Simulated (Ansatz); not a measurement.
The cluster P3Se7. The state is a doublet with charge 0. Geometry r2SCAN-D4/def2-SVP; atoms count from 1.

```xyz
10

P     0.2670    1.7031    0.8348
P    -1.5628    0.7793   -0.0058
P     2.0072    0.8289   -0.3711
Se   -1.2610    1.1105   -2.1429
Se    1.7152   -1.4500    0.0182
Se    2.1196   -1.0574    2.2523
Se    1.2395    1.2182   -2.3941
Se   -1.7153   -1.6114    0.3689
Se    0.3012    0.4791    2.7601
Se   -3.1108   -2.0003   -1.3203
```

Another isomer (doublet) lies 0.29 eV lower at PBE0-D4/def2-SVP; other spin states weren't run for this one.

Estimate the Mulliken populations from the PBE0/def2-SVP orbitals of Ansatz.


| atom | charge (e) | spin (α − β) |
| --- | --- | --- |
| P1 | 0.04 | 0.00 |
| P2 | 0.10 | -0.01 |
| P3 | 0.10 | 0.00 |
| Se4 | -0.02 | 0.01 |
| Se5 | -0.02 | 0.02 |
| Se6 | 0.01 | 0.00 |
| Se7 | -0.07 | 0.01 |
| Se8 | 0.03 | 0.33 |
| Se9 | -0.07 | 0.00 |
| Se10 | -0.10 | 0.65 |
Mulliken values depend strongly on the basis.

Where does the spin sit?

Summed by element: P -0.02, Se 1.02, of 1 unpaired in all. Largest on single atoms: Se10 0.65, Se8 0.33, Se5 0.02.

And the Mayer bond orders between heavy atoms (over 0.3)?

P1–P2 0.91 (2.22 Å); P1–P3 0.82 (2.29 Å); P1–Se9 1.02 (2.28 Å); P2–Se4 1.19 (2.18 Å); P2–Se8 0.76 (2.42 Å); P3–Se5 0.89 (2.33 Å); P3–Se7 1.16 (2.20 Å); Se4–Se7 0.79 (2.52 Å); Se5–Se6 1.12 (2.30 Å); Se6–Se9 0.92 (2.43 Å); Se8–Se10 1.52 (2.23 Å).
